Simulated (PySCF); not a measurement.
Si(H)(I)2(OMe) (CH₄I₂OSi), SMILES O(C)[SiH](I)I.

Coordinates come from a B3LYP-D3(BJ)/def2-SVP optimisation. The def2 effective core potentials stand for the cores of I; spin–orbit coupling is left out. The values are those of a single conformer.

All values below come from PBE/def2-TZVP in PySCF.

Gas-phase values at a fixed geometry.

```yaml
total_energy: -1000.50927 hartree
highest_occupied_level: -6.51 eV
lowest_empty_level: -2.12 eV
orbital_gap: 4.40 eV
dipole_moment: 1.75 D
quadrupole, principal values (traceless, Buckingham form, about the centre of nuclear charge): -5.29, -2.89, 8.18 D·Å
mean_static_polarisability: 109.2 bohr³ (16.18 Å³)
polarisability_principal_values: 82.7, 107.5, 137.3 bohr³
```
